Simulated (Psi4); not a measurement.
water (H2O), singlet, at a GFN2-xTB geometry; HF/cc-pVDZ (Psi4).

The Psi4 input:
```
memory 2 GB

molecule {
0 1
  O     0.00956971    0.00206403    0.11338892
  H    -0.05579359    0.76362201   -0.46612807
  H    -0.02076411   -0.78013425   -0.44098332
}

set basis cc-pvdz

energy('scf')
print_variables()
```

Output, abridged:

```
   => Loading Basis Set <=

    Name: CC-PVDZ
    Role: ORBITAL
    Keyword: BASIS

         ---------------------------------------------------------
                                   SCF
               by Justin Turney, Rob Parrish, Andy Simmonett
                          and Daniel G. A. Smith
                              RHF Reference
         ---------------------------------------------------------

  ==> Geometry <==

    Molecular point group: cs
    Full point group: Cs

    Geometry (in Angstrom), charge = 0, multiplicity = 1:

       Center              X                  Y                   Z               Mass
    ------------   -----------------  -----------------  -----------------  -----------------
         O           -0.063675101211     0.001155238628     0.000000000000    15.994914619570
         H            0.519292141749     0.762884884383     0.000000000000     1.007825032230
         H            0.491277922193    -0.781219359738     0.000000000000     1.007825032230

  Running in cs symmetry.

  Rotational constants: A =     29.08172  B =     14.02637  C =      9.46251 [cm^-1]
  Rotational constants: A = 871848.17886  B = 420499.89604  C = 283679.04568 [MHz]
  Nuclear repulsion =    9.169540395829205

  Charge       = 0
  Multiplicity = 1
  Electrons    = 10
  Nalpha       = 5
  Nbeta        = 5

  ==> Algorithm <==

  SCF Algorithm Type is DF.
  DIIS enabled.
  MOM disabled.
  Fractional occupation disabled.
  Guess Type is SAD.
  Energy threshold   = 1.00e-06
  Density threshold  = 1.00e-06
  Integral threshold = 1.00e-12

  ==> Primary Basis <==

  Basis Set: CC-PVDZ
    Blend: CC-PVDZ
    Number of shells: 12
    Number of basis functions: 24
    Number of Cartesian functions: 25
    Spherical Harmonics?: true
    Max angular momentum: 2

   => Loading Basis Set <=

    Name: (CC-PVDZ AUX)
    Role: JKFIT
    Keyword: DF_BASIS_SCF

  ==> Integral Setup <==

  SCF_SUBTYPE=INCORE selected. In-core MEM_DF algorithm will be used.
  Using in-core AOs.

  ==> MemDFJK: Density-Fitted J/K Matrices <==

    J tasked:                   Yes
    K tasked:                   Yes
    wK tasked:                   No
    Algorithm:                 Core
    Schwarz Cutoff:           1E-12
    Mask sparsity (%):       0.0000
    Fitting Condition:        1E-10

   => Auxiliary Basis Set <=

  Basis Set: (CC-PVDZ AUX)
    Blend: CC-PVDZ-JKFIT
    Number of shells: 42
    Number of basis functions: 116
    Number of Cartesian functions: 131
[...]

   @DF-RHF iter SAD:   -75.50577815955458   -7.55058e+01   0.00000e+00
   @DF-RHF iter   1:   -75.95405345638406   -4.48275e-01   2.19915e-02 DIIS/ADIIS
   @DF-RHF iter   2:   -76.00705599222219   -5.30025e-02   1.25394e-02 DIIS/ADIIS
   @DF-RHF iter   3:   -76.02591327260713   -1.88573e-02   1.45159e-03 DIIS/ADIIS
   @DF-RHF iter   4:   -76.02640561845217   -4.92346e-04   2.64704e-04 DIIS/ADIIS
   @DF-RHF iter   5:   -76.02642521208573   -1.95936e-05   4.93879e-05 DIIS
   @DF-RHF iter   6:   -76.02642619857811   -9.86492e-07   8.20046e-06 DIIS
   @DF-RHF iter   7:   -76.02642623014708   -3.15690e-08   1.27163e-06 DIIS
   @DF-RHF iter   8:   -76.02642623093178   -7.84695e-10   2.83477e-07 DIIS
  Energy and wave function converged.

  ==> Post-Iterations <==

    Orbital Energies [Eh]
    ---------------------

    Doubly Occupied:

[...]
    Virtual:

[...]
      18Ap     4.129153

    Final Occupation by Irrep:
             Ap   App
    DOCC [     4,    1 ]
    NA   [     4,    1 ]
    NB   [     4,    1 ]

  @DF-RHF Final Energy:   -76.02642623093178

   => Energetics <=

    Nuclear Repulsion Energy =              9.1695403958292054
    One-Electron Energy =                -123.1144928848359683
    Two-Electron Energy =                  37.9185262580749978
    Total Energy =                        -76.0264262309317758

Computation Completed

Properties will be evaluated at   0.000000,   0.000000,   0.000000 [a0]

Properties computed using the SCF density matrix

 Multipole Moments:

 ------------------------------------------------------------------------------------
     Multipole            Electronic (a.u.)      Nuclear  (a.u.)        Total (a.u.)
 ------------------------------------------------------------------------------------

 L = 1.  Multiply by 2.5417464519 to convert [e a0] to [Debye]
 Dipole X            :         -0.1538540            0.9470726            0.7932187
 Dipole Y            :          0.0027913           -0.0171825           -0.0143911
 Dipole Z            :          0.0000000            0.0000000            0.0000000
 Magnitude           :                                                    0.7933492

 ------------------------------------------------------------------------------------

  Variable Map:
  ----------------------------------------------------------------------------
[...]
  Array Variable Map:
  ----------------------------------------------------------------------------
[...]
[...]
```
